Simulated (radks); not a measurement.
Results of a calculation; reference values are marked as such.
Problem. All-electron atom: neutral tellurium in [Kr] 4d10 5s2 5p3 5d1 (not the ground configuration). Level of theory: scalar-relativistic Kohn-Sham, r2SCAN, spin-polarised, spherical densities, finite nucleus; open shells are filled with parallel spins first (spin-orbit coupling, left out, can overturn this in heavy ions); meta-GGA in the generalised Kohn-Sham scheme; Fermi nuclear charge, rms radius 4.7423 fm (a radial shooting solver on a logarithmic mesh with Libxc functionals). Some entries of the table are withheld. Estimate them.

orbital  occ.  eigenvalue (eV)  <r> (bohr)
1s up       1        -31689.02     0.02782
1s down     1        -31688.89     0.02782
2s up       1        -4879.701      0.1198
2s down     1        -4879.683      0.1198
2p up       3        -4377.876      0.1048
2p down     3        -4377.788      0.1048
3s up       1        -981.1596      0.3214
3s down     1        -981.0908      0.3214
3p up       3        -816.9249      0.3198
3p down     3        -816.8297      0.3198
3d up       5        -569.0152      0.2968
3d down     5        -568.9141      0.2968
4s up       1        -172.9717      0.7657
4s down     1        -172.7327      0.7662
4p up       3        -121.8275      0.8218
4p down     3        -121.6204      0.8218
4d up       5         -47.1228      0.9737
4d down     5         -46.7771      0.9662
5s up       1              (1)       2.064
5s down     1              (2)       2.029
5p up       3         -10.5994       2.498
5p down     0          -7.0748       2.419
5d up       1          -0.6377       7.135

Solution. 
(1) 5s up eigenvalue (eV): -20.5454
(2) 5s down eigenvalue (eV): -17.4616
